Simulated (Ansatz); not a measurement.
Correcting a cheap level on molecular compounds of Mg

The vertical ionisation energy (cation less neutral) in eV of 8 molecular compounds of Mg: x at HF/def2-TZVPP, y at CCSD(T)/def2-TZVPP. Shapes, held fixed at every level: PBE0-D4/def2-TZVP. Programs: Ansatz 0.2.0.

| molecule | x (eV) | y (eV) |
| --- | --- | --- |
| Mg(NH2)2 | 7.21 | 8.71 |
| Mg(NH2)(OH) | 7.34 | 8.84 |
| Mg(NH2)(SH) | 7.47 | 8.95 |
| Mg(NH2)Cl | 7.67 | 9.15 |
| CH4MgO2 (SMILES C[O][Mg][OH]) | 8.33 | 9.74 |
| MgH(SH) | 8.34 | ? |
| Mg(OH)(SH) | 8.41 | 9.51 |
| Mg(OH)Cl | 9.55 | 11.21 |

Fit y = c + s·x to the known rows and predict y for MgH(SH).


1. Means of the 7 rows: x = 7.9971, y = 9.444.
2. Σ(Δx)² = 4.1289, Σ(Δx·Δy) = 4.1994, so the slope is 4.1994/4.1289 = 1.0171.
3. Intercept: 9.444 − (1.0171) × 7.9971 = 1.310. The largest residual of the fit is 0.35.
4. MgH(SH): 1.310 + 1.0171 × 8.34 = 9.79 eV.

CCSD(T)/def2-TZVPP gives 9.42 eV, so the prediction is off by +0.37 eV, about the largest residual. Uncorrected, HF/def2-TZVPP misses MgH(SH) by -1.08 eV, and the other rows by 1.45 on average. The line overshoots: the miss goes from -1.08 to +0.37. Left out in turn, the other rows are missed by 0.21 eV on average, so much of the error is systematic among these molecules. Cations run unrestricted. Outer-core shells of Mg are correlated, in sets that cover them unevenly.
